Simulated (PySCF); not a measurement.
# Ionisation energy of Co by level of theory

Co [Ar] 3d7 4s2 (4F) → Co⁺ [Ar] 3d8 (3F), as a difference of total energies. Computed with PySCF 2.14 in Sapporo-DKH3-DZP-2012, with scalar relativity by spin-free X2C-1e. Correlated levels: valence: [Ar] frozen. The calculations carry no spin-orbit coupling.

```csv
method,ionisation energy (eV)
UHF,8.252
MN15,7.177
PBE,7.737
MP2 (valence),7.376
SCS-MP2 (valence),7.461
```

Problem. How much does correlation contribute at MP2 (valence)?

Solution. 7.376 − (8.252) = -0.876 eV, measured against UHF.

Errors of the correlated levels include the incompleteness of this basis and the frozen core.

MP2 underrates the near-degeneracy of ns² with np² in the lower species.

For comparison: 7.869 eV (measured; NIST levels, between the centres of gravity of the two terms).
